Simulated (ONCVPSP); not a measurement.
## Ranking ONCV potentials for scandium (Sc)

All share these settings but for the change named:

```json
{
 "Element": "Sc",
 "Generator": "ONCVPSP 4.0.1",
 "Type": "optimised norm-conserving Vanderbilt (ONCV)",
 "Functional": "PBEsol",
 "Relativity": "fully relativistic",
 "Frozen core": "[Ne]",
 "Valence charge": "11",
 "Reference configuration": "3s2 3p6 3d1 4s2",
 "Partial waves": "3s+4s: rc 1.50 bohr, ncon 3, nbas 7, qcut 9.3 1/bohr, 3 projectors, debl 0.6 Ha; 3p: rc 1.55 bohr, ncon 4, nbas 8, qcut 9.9 1/bohr, 2 projectors, debl 0.7 Ha; 3d: rc 2.55 bohr, ncon 4, nbas 8, qcut 6.7 1/bohr, 3 projectors, debl 0.6 Ha",
 "Local potential": "polynomial inside 1.10 bohr (lpopt 5, dvloc0 0 Ha)",
 "Core correction": "polynomial model core, fcfact 0.2"
}
```

Open shells are filled in proportion to 2j + 1.

In the p channel the program set the typed energies aside and used -1.226, 0.250 Ha (j = l + 1/2; the other j can differ).

Cutoff: the first of the cutoffs (Ha) at which the residual kinetic energy of the hardest occupied pseudo-wave falls to 1 and 0.1 mHa per electron; the density cutoff is not measured.

The base gives 26 Ha.

Of 8 variants that were run, those that failed, showed a ghost or another fault, or gave nearly equal values are left out.

A variant can come out equal or close to the base.

Task: Rank these variants from softest to hardest (loose cutoff).
A. all radii but the core radius scaled by about 1.33 (s 2.00, p 2.06, d 3.38 bohr); local potential polynomial inside 1.46 bohr (lpopt 5, dvloc0 0 Ha)
B. s: qcut 5.9; p: qcut 6.3; d: qcut 4.3
C. local potential polynomial inside 1.10 bohr (lpopt 5, dvloc0 -1.5 Ha)

Result: A (19 Ha), B (23 Ha), C (26 Ha).
